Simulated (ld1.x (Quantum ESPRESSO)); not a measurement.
## rhenium, TM semilocal: configuration errors across variants

* Element: Re (Z = 75)
* Generator: ld1.x (Quantum ESPRESSO) 7.5
* Type: norm-conserving Troullier–Martins (semilocal form)
* Functional: PBEsol
* Relativity: scalar-relativistic
* Frozen core: [Kr] 4d10 4f14 5s2
* Valence charge: 13
* Reference configuration: 5p6 5d5 6s2 6p0
* Partial waves: 6s (bound): rc 2.80 bohr; 5p (bound): rc 1.20 bohr; 5d (bound): rc 1.55 bohr
* Local potential: the d channel
* Core correction: none

All-electron excitation energies from the reference (eV): (1) 5p6 5d5 6s1 6p0 9.292; (2) 5p6 5d5 6s0 6p0 25.636; (3) 5p6 5d4 6s0 6p0 52.794; (4) 5p6 5d3 6s0 6p0 92.177; (5) 5p6 5d5 6s1 6p1 4.842; (6) 5p5 5d5 6s2 6p0 52.951; (7) 5p6 5d4 6s2 6p1 5.104.

In the semilocal form every listed channel keeps its own potential, so the choice of the local channel does not act on these tests. It acts once the file is put into the separable form.

A semilocal file is local in each channel, so a ghost entry of none says nothing of the separable form that plane-wave codes build from it.

3 further variants failed, have other tests or another functional or relativity, and are left out.

A true bound ghost makes a file unfit for plane-wave use even where its test errors are small: the radial tests pick states by their node count and pass the ghost by. Where a test does run into it, the solver fails or the error is huge.

Errors AE − PS in meV (a dash: test not solved or not reliable):

| change | (1) | (2) | (3) | (4) | (5) | (6) | (7) | bound ghosts |
| --- | --- | --- | --- | --- | --- | --- | --- | --- |
| base | -8.6 | -37 | +0.1 | +41 | +9.6 | -103 | +27 | none |
| wave 5d (bound): rc 1.55 bohr becomes 5d (bound): rc 1.02 bohr | -8.6 | -37 | +6.9 | +62 | +9.6 | -69 | +31 | none |
| wave 5p (bound): rc 1.20 bohr becomes 5p (bound): rc 0.86 bohr | -8.5 | -37 | 0.0 | +43 | +57 | -104 | +91 | none |
| all radii scaled by about 0.80 (s 2.24, p 0.96, d 1.24 bohr) | -8.4 | -35 | +9.5 | +61 | +21 | -102 | +42 | none |
| wave 6s (bound): rc 2.80 bohr becomes 6s (bound): rc 2.22 bohr | -8.5 | -35 | +8.1 | +56 | – | -105 | +26 | none |
| wave 6s (bound): rc 2.80 bohr becomes 6s (bound): rc 3.20 bohr | -7.1 | -42 | -62 | -95 | +8.7 | -49 | +39 | none |

Task: Give the same row for: form changed from semilocal to separable (Kleinman–Bylander), still TM.

Result: -11, -45, -2.3, -22, –, -263, –; bound ghosts: p, s. Not counted: 5p6 5d5 6s1 6p1 (an occupied level unbound or not found, printed error -2.3 eV); 5p6 5d4 6s2 6p1 (an occupied level unbound or not found, printed error -2.5 eV).
